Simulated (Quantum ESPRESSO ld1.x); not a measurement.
Question: These are the eigenvalues of the occupied orbitals of an atom or ion with whole-number occupations (hartree). All-electron calculation, scalar-relativistic Kohn-Sham, PBE, spin-unpolarised, spherical densities, point nucleus. Program: ld1.x of Quantum ESPRESSO 7.5.

orbital  eigenvalue
1s        -586.1628
2s         -79.7782
2p         -70.9387
3s         -12.7369
3p          -9.8841
3d          -5.1750
4s          -1.9649
4p          -1.2959
7f          -0.0373

Which element is it, and in what charge state? The configuration may be excited.

Answer: Z = 38, strontium, charge +1: Sr+ in [Kr] 7f1. The list shows which subshells hold electrons but not how many an open one holds; the 1s level, -586.16 hartree, gives Z - s = 34.2 by -(Z - s)^2/2, which with screening and relativity narrows Z to a few neighbours, and the depths of the outer levels then fix element, charge and occupations together.
